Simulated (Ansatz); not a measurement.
Ansatz (a first-principles code) input (CCSD(T)/def2-SVPD):

Ansatz 0.2 input:
```yaml
crystal:
  periodic: [false, false, false]
  atoms:
    - {symbol: B, position_ang: [-0.77657967, 0.03230627, -0.00413419]}
    - {symbol: N, position_ang: [0.60979542, -0.02536793, 0.00324630]}
    - {symbol: H, position_ang: [-1.39837774, -0.98543134, -0.02544751]}
    - {symbol: H, position_ang: [-1.31189213, 1.09818051, 0.01101914]}
    - {symbol: H, position_ang: [1.19719081, 0.79223349, 0.02089926]}
    - {symbol: H, position_ang: [1.12740949, -0.88893853, -0.00852404]}
basis:
  gaussian:
    orbitals: def2-SVPD
magnetization: {spin_polarized: false}
correlation: {method: ccsd_t, electrons: outside_noble_gas}
output: {forces: true}
```

Output:

```
Functional definition: HF
integrals: 0.05 GiB planned
709 factors; integrals over basis functions are off by at most 9.6e-4 eV
mean field: 0.14 GiB planned
mean field evaluation 1: about -2214.4368 eV, gradient 2.6e1 eV
mean field evaluation 2: about -2214.4360 eV, gradient 2.6e1 eV
mean field evaluation 4: about -2216.0803 eV, gradient 2.4e0 eV
mean field evaluation 8: about -2216.0990 eV, gradient 2.5e-5 eV
mean field evaluation 16: about -2216.0994 eV, gradient 7.0e-2 eV
mean field -2216.09900914 eV, -81.4401364601 hartree, gradient 8.1e-7 eV, S^2 0.000000; 0 other end points of the search recorded, 0 dependent functions left out
2 core orbitals not correlated
reference -2216.09900914 eV, -81.4401364601 hartree; 6, 6 occupied and 64, 64 virtual orbitals, 709 factors
densities: 0.28 GiB planned
second order -7.56617320 eV of doubles, -0.00000000 eV of singles
coupled cluster: 0.20 GiB planned
cycle   1  -8.03126468 eV  change   -4.7e-1 eV  update   6.2e-2
cycle   2  -8.25854918 eV  change   -2.3e-1 eV  update   1.9e-2
cycle   3  -8.30033353 eV  change   -4.2e-2 eV  update   9.7e-3
cycle   4  -8.29661228 eV  change    3.7e-3 eV  update   3.4e-3
cycle   5  -8.29692995 eV  change   -3.2e-4 eV  update   1.2e-3
cycle   6  -8.29681313 eV  change    1.2e-4 eV  update   3.0e-4
cycle   7  -8.29673193 eV  change    8.1e-5 eV  update   7.6e-5
cycle   8  -8.29672660 eV  change    5.3e-6 eV  update   2.5e-5
cycle   9  -8.29672034 eV  change    6.3e-6 eV  update   5.3e-6
perturbative correction -0.23699281 eV, -0.0087093253 hartree
the calculation of the forces begins
Total energy: -2224.63272229 eV, -81.7537446340 hartree
Atom 0 at    -0.776580     0.032306    -0.004134 Å, force    -0.339742     0.014134    -0.001809 eV/Å
Atom 1 at     0.609795    -0.025368     0.003246 Å, force     0.316855    -0.013181     0.001687 eV/Å
Atom 2 at    -1.398378    -0.985431    -0.025448 Å, force    -0.151227    -0.279897    -0.005742 eV/Å
Atom 3 at    -1.311892     1.098181     0.011019 Å, force    -0.127510     0.291493     0.004258 eV/Å
Atom 4 at     1.197191     0.792233     0.020899 Å, force     0.162194     0.267927     0.005602 eV/Å
Atom 5 at     1.127409    -0.888939    -0.008524 Å, force     0.139431    -0.280475    -0.003996 eV/Å
Dipole moment:     0.406164    -0.016897     0.002162 e Å
```
